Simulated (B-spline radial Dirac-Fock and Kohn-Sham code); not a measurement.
**Binding energies of Zn²⁺**

System: Zn²⁺ in the configuration [Ar] 3d10, inside a Watson sphere of charge -2 and radius 1.6 Å (a model of the Madelung potential; inside it an electron's potential energy is raised by 18.0 eV); nuclear rms radius 3.9283 fm (A = 64).

Level of theory: Dirac-Fock (average of configuration) total-energy differences with a finite nucleus, the Breit interaction including its frequency dependence, and self-energy and vacuum-polarisation corrections; a radial atomic solver. No correlation. Energies are counted from the vacuum level.

All terms are in eV, carry their sign (relaxation lowers the binding energy) and add up to the binding energy; ⟨r⟩ is the mean radius of the orbital in the initial state.

| subshell | −ε (Koopmans) | relaxation | Breit | QED | binding energy | ⟨r⟩ (bohr) |
| --- | --- | --- | --- | --- | --- | --- |
| K (1s) | 9737.6 | -47.82 | -12.26 | -5.85 | 9671.7 | 0.050 |
| L1 (2s) | 1236.3 | -23.96 | -0.87 | -0.62 | 1210.9 | 0.225 |
| L2 (2p1/2) | 1083.9 | -25.89 | -1.51 | 0.07 | 1056.6 | 0.196 |
| L3 (2p3/2) | 1059.7 | -25.57 | -0.98 | 0.02 | 1033.2 | 0.199 |
| M1 (3s) | 160.3 | -5.87 | -0.09 | -0.09 | 154.3 | 0.682 |
| M2 (3p1/2) | 110.4 | -5.51 | -0.16 | 0.01 | 104.8 | 0.708 |
| M3 (3p3/2) | 107.1 | -5.32 | -0.08 | 0.00 | 101.7 | 0.718 |
| M4 (3d3/2) | 23.71 | -4.32 | -0.01 | 0.00 | 19.38 | 0.860 |
| M5 (3d5/2) | 23.28 | -4.25 | 0.02 | 0.00 | 19.05 | 0.866 |

For the deepest level, K (1s), the Breit terms make up -0.127 % of the binding energy, QED -0.061 % and orbital relaxation -0.494 %.

Spin-orbit splittings: 2p 23.38 eV, 3p 3.02 eV, 3d 0.33 eV.

Values without a named source are computed, but for edge energies of neutral atoms, which are taken from tables.
